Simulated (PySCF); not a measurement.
C₃H₈OZn, SMILES [OH][Zn][CH](C)C.

The structure is a stationary point at B3LYP-D3(BJ)/def2-SVP. The structure was generated by enumeration; whether it is a known compound was not checked. One conformer was computed; it need not be the lowest.

Method: TDA-PBE/def2-SVPD (PySCF).

Vertical excitations. Gas-phase values at a fixed geometry.

```json
[
 {"state": "S1", "energy (eV)": "5.26", "λ (nm)": "236", "f": "0.026", "main pairs": "HOMO−1→LUMO 99 %"},
 {"state": "S2", "energy (eV)": "5.44", "λ (nm)": "228", "f": "0.180", "main pairs": "HOMO→LUMO 82 %"},
 {"state": "S3", "energy (eV)": "5.65", "λ (nm)": "219", "f": "0.022", "main pairs": "HOMO→LUMO+1 91 %"},
 {"state": "S4", "energy (eV)": "5.71", "λ (nm)": "217", "f": "0.000", "main pairs": "HOMO−1→LUMO+1 96 %"},
 {"state": "S5", "energy (eV)": "5.83", "λ (nm)": "213", "f": "0.043", "main pairs": "HOMO→LUMO+2 94 %"},
 {"state": "S6", "energy (eV)": "6.12", "λ (nm)": "203", "f": "0.042", "main pairs": "HOMO−1→LUMO+2 49 %, HOMO−2→LUMO 47 %"},
 {"state": "S7", "energy (eV)": "6.51", "λ (nm)": "190", "f": "0.000", "main pairs": "HOMO→LUMO+3 48 %, HOMO−2→LUMO 20 %, HOMO−1→LUMO+2 15 %, HOMO−2→LUMO+1 13 %"},
 {"state": "S8", "energy (eV)": "6.56", "λ (nm)": "189", "f": "0.106", "main pairs": "HOMO→LUMO+3 51 %, HOMO−2→LUMO+1 21 %, HOMO−2→LUMO 13 %, HOMO−1→LUMO+2 11 %"},
 {"state": "S9", "energy (eV)": "6.75", "λ (nm)": "184", "f": "0.006", "main pairs": "HOMO−1→LUMO+3 99 %"},
 {"state": "S10", "energy (eV)": "6.91", "λ (nm)": "179", "f": "0.025", "main pairs": "HOMO−3→LUMO 71 %, HOMO−2→LUMO+1 19 %"},
 {"state": "T1", "energy (eV)": "4.63", "λ (nm)": "268", "f": "0", "main pairs": "HOMO→LUMO 99 %"},
 {"state": "T2", "energy (eV)": "4.93", "λ (nm)": "251", "f": "0", "main pairs": "HOMO−1→LUMO 99 %"},
 {"state": "T3", "energy (eV)": "5.26", "λ (nm)": "236", "f": "0", "main pairs": "HOMO→LUMO+1 99 %"},
 {"state": "T4", "energy (eV)": "5.48", "λ (nm)": "226", "f": "0", "main pairs": "HOMO→LUMO+2 98 %"}
]
```
Triplets are in the Tamm–Dancoff approximation.
